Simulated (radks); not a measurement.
Values are calculated unless marked as measured or tabulated.
Q: Ce+, configuration [Xe] 4f1 5d2 (the NIST ground configuration). Level of theory: Dirac Kohn-Sham, PBEsol, spin-unpolarised, spherical densities, finite nucleus; open shells fill j = l - 1/2 first; Fermi nuclear charge, rms radius 4.8771 fm (a radial shooting solver on a logarithmic mesh with Libxc functionals).

Spin-orbit splittings of the eigenvalues, e(l+1/2) - e(l-1/2), with zeta = 2 splitting/(2l+1) and mean radii in bohr:

| shell | occ. | splitting (eV) | zeta (eV) | <r> j=l-1/2 | <r> j=l+1/2 |
|---|---|---|---|---|---|
| 2p | 6 | 446.3 | 297.5 | 0.08796 | 0.09417 |
| 3p | 6 | 87.68 | 58.45 | 0.2682 | 0.2804 |
| 3d | 10 | 18.84 | 7.534 | 0.2514 | 0.2552 |
| 4p | 6 | 18.88 | 12.59 | 0.6562 | 0.6836 |
| 4d | 10 | ? | ? | 0.7390 | 0.7487 |
| 4f | 1 | 0.3295 | 0.09414 | 1.108 | 1.121 |
| 5p | 6 | 2.717 | 1.812 | 1.714 | 1.798 |
| 5d | 2 | 0.2076 | 0.08304 | 2.809 | 2.864 |
| 6p | 0 | 0.2583 | 0.1722 | 5.107 | 5.328 |

Estimate the 4d splitting.

A: 3.307 eV (zeta = 1.323 eV).
